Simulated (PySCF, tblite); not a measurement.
Species: C6H11FS2Si.
Cartesian coordinates in Å at the GFN2-xTB level; atoms count from 1:
```
atom  x, y, z in Å
C1     1.084    2.582   -0.712
S2     1.951    0.998   -0.518
Si3    0.794    0.144    1.079
S4     1.765   -1.643    1.763
C5     2.725   -2.162    0.304
C6    -0.948   -0.249    0.506
C7    -1.581   -1.317    0.000
C8    -2.904   -0.631   -0.176
C9    -2.213    0.587    0.479
F10   -2.170    1.721   -0.296
H11    1.155    3.150    0.210
H12    0.047    2.408   -0.975
H13    1.587    3.111   -1.515
H14    0.772    1.062    2.208
H15    2.053   -2.530   -0.464
H16    3.305   -1.323   -0.065
H17    3.383   -2.957    0.638
H18   -1.278   -2.328   -0.198
H19   -3.190   -0.449   -1.211
H20   -3.749   -1.047    0.369
H21   -2.599    0.891    1.455
```

Level of theory: PBE0/pcSseg-1 in PySCF (dipole) on a GFN2-xTB geometry, gas phase.

Masses are those of the commonest isotopes; rigid-rotor values at the optimised geometry. The values belong to one conformer with, in the numbering `[CH3:1][S:2][SiH:3]([S:4][CH3:5])[C:6]1=[CH:7][CH2:8][C@@H:9]1[F:10]`, C1–S2–Si3–S4 -171°, S2–Si3–S4–C5 -25°, S2–Si3–C6–C7 93°.

**Question.** Give the principal moments of inertia and the rotational constants in MHz.

**Answer.** Ia = 478.84, Ib = 814.34, Ic = 1140.77 u·Å²; 505379 MHz·u·Å²/I gives A = 1055, B = 620.6, C = 443.0 MHz.

**Question.** Classify the top.

**Answer.** An asymmetric top. Ray's parameter κ = (2B − A − C)/(A − C) = -0.420; −1 is the prolate and +1 the oblate limit.

**Question.** What does the inertial defect say?

**Answer.** Not planar: Δ = Ic − Ia − Ib = -152.41 u·Å². For a rigid frame Δ = −2 Σ m c², so Σ m c² = 76.20 u·Å² lies off the ab plane: 18.08 from hydrogen and 58.12 from heavier atoms. The atom farthest from that plane is 2.10 Å away.

**Question.** Give the other two planar moments, Paa and Pbb, and the rms extents of the mass along the axes.

**Answer.** Paa = Σ m a² = (Ib + Ic − Ia)/2 = 738.14 and Pbb = Σ m b² = (Ia + Ic − Ib)/2 = 402.63 u·Å². With the mass M = 194.01 u, the rms extents √(P/M) along a, b and c are 1.95, 1.44, 0.63 Å.

**Question.** List the rotational levels J(Ka,Kc) to J = 4 (K).

**Answer.** Above 0(0,0), as E/k:
J = 1: 1(0,1) 0.051, 1(1,1) 0.072, 1(1,0) 0.080
J = 2: 2(0,2) 0.151, 2(1,2) 0.165, 2(1,1) 0.191, 2(2,1) 0.254, 2(2,0) 0.256
J = 3: 3(0,3) 0.296, 3(1,3) 0.305, 3(1,2) 0.355, 3(2,2) 0.407, 3(2,1) 0.417, 3(3,1) 0.534, 3(3,0) 0.534
J = 4: 4(0,4) 0.484, 4(1,4) 0.488, 4(1,3) 0.571, 4(2,3) 0.609, 4(2,2) 0.635, 4(3,2) 0.741, 4(3,1) 0.744, 4(4,1) 0.914, 4(4,0) 0.914
The levels of one J sum to (2J + 1)J(J + 1)(A + B + C)/3.

**Question.** Predict some low-J microwave lines.

**Answer.** The dipole components are |μa| = 1.33 D, |μb| = 0.84 D, |μc| = 0.81 D. Intensities carry the squares of the components, which stand as 1.00 : 0.40 : 0.37 (a : b : c). Some lines, for components of 0.1 D or more:

```csv
type,branch,"J(Ka,Kc)",MHz,lower level (cm⁻¹)
a,Q,"2(1,1) ← 2(1,2)",533,0.115
a,R,"1(0,1) ← 0(0,0)",1064,0.000
a,Q,"4(1,3) ← 4(1,4)",1728,0.339
b,Q,"2(2,1) ← 2(1,2)",1837,0.115
b,R,"4(2,2) ← 3(3,1)",2119,0.371
b,Q,"4(3,1) ← 4(2,2)",2255,0.442
a,Q,"5(1,4) ← 5(1,5)",2486,0.498
a,R,"3(1,3) ← 2(1,2)",2900,0.115
b,R,"4(1,3) ← 3(2,2)",3427,0.283
c,Q,"5(4,2) ← 5(3,2)",3432,0.702
b,R,"5(0,5) ← 4(1,4)",4703,0.339
b,R,"3(3,0) ← 2(2,1)",5841,0.176
b,R,"5(5,1) ← 4(4,0)",10037,0.635
c,R,"5(5,1) ← 4(4,1)",10038,0.635
```

**Question.** Estimate the classical rotational partition function at 25 K, 100 K and 298.15 K.

**Answer.** Point group C1, symmetry number σ = 1; q = (√π/σ)·√((kT/h)³/(ABC)), k/h = 20836.6 MHz/K: 39100 at 25 K, 313000 at 100 K, 1610000 at 298.15 K.

Its lowest GFN2-xTB frequency is 13 cm⁻¹, too small to tell a flat minimum from a shallow saddle. Constants of a rigid frame at the computed geometry: no zero-point averaging, no centrifugal distortion. A rigid rotor knows nothing of internal rotation, which can split or shift real lines.
